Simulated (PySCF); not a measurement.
C₄H₃FOS, SMILES Oc1cc(F)cs1. Atoms are numbered in the order given.

```xyz
10

O      1.1307     2.1823     0.0000
C      0.5189     0.9823     0.0000
C      1.1515    -0.2288     0.0000
C      0.1919    -1.2916     0.0000
F      0.5737    -2.5683     0.0000
C     -1.1124    -0.9015     0.0000
S     -1.2136     0.8304     0.0000
H      0.4802     2.8941     0.0000
H      2.2326    -0.3619     0.0000
H     -2.0033    -1.5259     0.0000
```

Geometry: ωB97X-D3(BJ)/def2-SVP. The values are those of a single conformer.

Computed with PBE/def2-TZVP (PySCF).

Symmetry labels are those of the subgroup Cs that the program uses (full group Cs).

Computed valence orbital energies around the gap with their symmetry:
```
orbital  symmetry  energy (eV)
-------  --------  -----------
HOMO−7         A'       -10.98
HOMO−6         A"       -10.39
HOMO−5         A'        -9.49
HOMO−4         A'        -9.03
HOMO−3         A'        -8.51
HOMO−2         A"        -8.31
HOMO−1         A"        -6.17
HOMO           A"        -5.24
LUMO           A'        -1.28
LUMO+1         A"        -1.07
LUMO+2         A'         0.36
LUMO+3         A"         0.59
```
